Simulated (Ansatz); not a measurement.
Consider the isomerisation: `CB[SiH](C)N` → `CBN[SiH2]C`.

Isolated molecules relaxed with PBE0-D4/def2-TZVP in Ansatz; ΔE leaves out vibrations. CCSD(T)/CBS is the MP2 limit (def2-TZVPP, def2-QZVPP) plus CCSD(T) − MP2 in def2-TZVPP, frozen cores. Functionals use def2-TZVPP. HSE06 is defined as in plane-wave codes. One conformer a species, not always the lowest.

```csv
level,ΔE (kJ/mol),difference from CCSD(T)/CBS
B2PLYP,-167.8,-3.3
PBE-QIDH,-165.3,-0.8
r2SCAN0,-164.5,0.0
HSE06,-158.3,6.2
CAM-B3LYP,-168.4,-3.9
LC-ωPBE,-159.6,4.9
RPA@PBE/def2-TZVPP,-166.4,-1.9
SCS-MP2/def2-TZVPP,-171.0,-6.5
CCSD(T)/def2-TZVPP,-166.8,-2.3
MP2/CBS(def2),-170.2,-5.7
CCSD(T)/CBS,-164.5,0
```

(1) What do rigid-rotor, harmonic-oscillator terms from PBE0-D4/def2-TZVP frequencies (298.15 K, 1 bar) make of the CCSD(T)/CBS value? (Best estimate.)

Largest T1 diagnostic among the species: 0.011.

## Answers

(1) Computed: ΔZPE = +2.8 kJ/mol, ΔH = -164.6 kJ/mol, ΔS = -23 J/(mol·K), ΔG = -157.7 kJ/mol. Modes under 50 cm⁻¹ make the entropy rough.

From BLYP to BHLYP (50 % exact exchange), in def2-TZVPP and without D4, ΔE moves by −7.0 kJ/mol. At CCSD(T), def2-SVP lies −19.8 kJ/mol from the extrapolated value and def2-TZVPP −2.3 kJ/mol. Leaving LDA and LC-ωPBE aside and taking each functional with its dispersion term where it has one, the values, not all of them listed here, spread over 12.9 kJ/mol, from CAM-B3LYP-D4 to revPBE-D4. LDA lies −12.0 kJ/mol from PBE without D4.

CCSD(T)/CBS has its own doubt, a few kJ/mol and more with outer-core shells, so smaller differences from it don't rank the levels.
